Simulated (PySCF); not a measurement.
An excited-state job on TiBrF3, `[F][Ti]([F])([F])[Br]`.

Computed with TDDFT B3LYP/def2-SVPD, vertical, gas phase, core orbitals frozen in the response (PySCF 2.14.0, density-fitted response routines). Geometry: PBE0-D3(BJ)/def2-SVP. A driver script takes a list of jobs; this job's settings line and coordinates (Å) are shown.

Input:
```
{"job": {"kind": "uv", "xc": "B3LYP", "basis": "def2-SVPD", "ip": true, "nstates": 15}, "charge": 0, "multiplicity": 1}
Ti     0.000471     0.001481    -0.112947
Br    -0.023410    -0.025122     2.219654
F      1.621951     0.014740    -0.686406
F     -0.805031     1.405399    -0.695776
F     -0.793981    -1.396507    -0.724524
```

Output:
```
coarse grid: 30688 points
cycle   1  E = -3722.5552788900  dE = -8.396e-01  |g| = 1.207e+00  |ddm| = 2.953e+00
cycle   2  E = -3712.8045562417  dE =  9.751e+00  |g| = 8.023e+00  |ddm| = 3.805e+00
cycle   3  E = -3722.7386921362  dE = -9.934e+00  |g| = 8.731e-01  |ddm| = 2.900e+00
cycle   4  E = -3722.8317616478  dE = -9.307e-02  |g| = 3.282e-01  |ddm| = 4.220e-01
cycle   5  E = -3722.8561436373  dE = -2.438e-02  |g| = 1.037e-01  |ddm| = 2.666e-01
cycle   6  E = -3722.8578801132  dE = -1.736e-03  |g| = 4.431e-02  |ddm| = 8.587e-02
cycle   7  E = -3722.8582821619  dE = -4.020e-04  |g| = 5.480e-03  |ddm| = 2.771e-02
cycle   8  E = -3722.8582925927  dE = -1.043e-05  |g| = 3.138e-04  |ddm| = 7.175e-03
cycle   9  E = -3722.8582926040  dE = -1.131e-08  |g| = 3.035e-04  |ddm| = 5.804e-04
final grid: 61144 points
cycle  10  E = -3722.8583762091  dE = -9.792e-08  |g| = 6.198e-04  |ddm| = 1.588e-03
cycle  11  E = -3722.8583759269  dE =  2.822e-07  |g| = 1.364e-03  |ddm| = 1.298e-03
cycle  12  E = -3722.8583762750  dE = -3.481e-07  |g| = 1.673e-04  |ddm| = 9.324e-04
cycle  13  E = -3722.8583762794  dE = -4.376e-09  |g| = 7.517e-05  |ddm| = 1.368e-04
cycle  14  E = -3722.8583762805  dE = -1.055e-09  |g| = 1.558e-05  |ddm| = 5.834e-05
cycle  15  E = -3722.8583762805  dE = -4.911e-11  |g| = 4.541e-06  |ddm| = 2.029e-05
converged SCF energy = -3722.8583762805

Static polarisability (au): isotropic 56.064, principal 48.132 48.173 71.887

Singlet excitations
state   eV       nm        f      main configurations
  1   4.1277    300.4   0.00000   H->L 0.52, H-1->L+1 0.47
  2   4.2242    293.5   0.00053   H-1->L 0.46, H->L+1 0.46
  3   4.2243    293.5   0.00052   H-1->L+1 0.48, H->L 0.44
  4   4.6669    265.7   0.03596   H->L+1 0.41, H-1->L 0.40, H-2->L+2 0.12
  5   4.8265    256.9   0.00097   H->L+2 1.00
  6   4.8273    256.8   0.00099   H-1->L+2 1.00
  7   5.2310    237.0   0.00099   H-2->L 0.98
  8   5.2350    236.8   0.00099   H-2->L+1 0.98
  9   5.6105    221.0   0.00000   H-1->L+3 0.53, H->L+4 0.45
 10   5.6776    218.4   0.00097   H->L+3 0.57, H-1->L+4 0.37
 11   5.6781    218.4   0.00094   H->L+4 0.52, H-1->L+3 0.43
 12   5.7067    217.3   0.00244   H-1->L+4 0.50, H->L+3 0.30, H-2->L+2 0.18
 13   6.7474    183.8   0.00230   H-2->L+3 0.99
 14   6.7541    183.6   0.00232   H-2->L+4 0.99
 15   7.0722    175.3   0.00101   H-3->L 0.82

Triplet excitations (Tamm-Dancoff, eV): 3.8944 3.9952 3.9953 4.1249
Vertical ionisation energy (delta-SCF) = 11.8939 eV
Vertical electron affinity (delta-SCF) = 1.4413 eV
```

The SCF starts on a coarse grid where the log names one; the energy can jump when the final grid takes over, and dE then counts from the start density on the new grid. H and L stand for HOMO and LUMO; the number after each pair is its weight.

**Question.** Which computed singlet has the largest oscillator strength, and what do all of them sum to?

**Answer.** State 4 at 4.67 eV (266 nm), f = 0.036; the 15 states sum to 0.051.

**Question.** Give S1 in cm⁻¹ and kJ/mol.

**Answer.** 4.1277 eV × 8065.54 = 33292 cm⁻¹; × 96.485 = 398.3 kJ/mol.

Main results: HOMO -9.20 eV, LUMO -3.78 eV; lowest singlet 4.13 eV; lowest triplet 3.89 eV (Tamm–Dancoff); mean polarisability 56.1 au.

 Relativistic effects, spin–orbit coupling among them, are left out although an element past zinc is present.

Time: 51 s of wall time. Hardware: one thread of an Arm Neoverse V1, no GPU, shared host.
Labels such as C1 count atoms from 1, the log's own numbers from 0.
